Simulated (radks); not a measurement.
Results of a calculation; reference values are marked as such.
Q: Successive ionisation energies (eV) of one element, from differences of total energies of ions in their ground configurations, starting at charge 0: 7.878, 18.536, 30.921, 44.599, 64.235, 80.768, 98.161, 116.32, 135.16, 208.86, 230.74. Code: a radial shooting solver on a logarithmic mesh with Libxc functionals. Model: scalar-relativistic Kohn-Sham, PBEsol, spin-polarised, spherical densities, finite nucleus; open shells are filled with parallel spins first (spin-orbit coupling, left out, can overturn this in heavy ions); Fermi nuclear charge, rms radius 4.4945 fm. Which element is it?

A: Rhodium (Z = 45). The first species listed is Rh in [Kr] 4d8 5s1, the last Rh10+ in [Ar] 3d10 4s2 4p5.
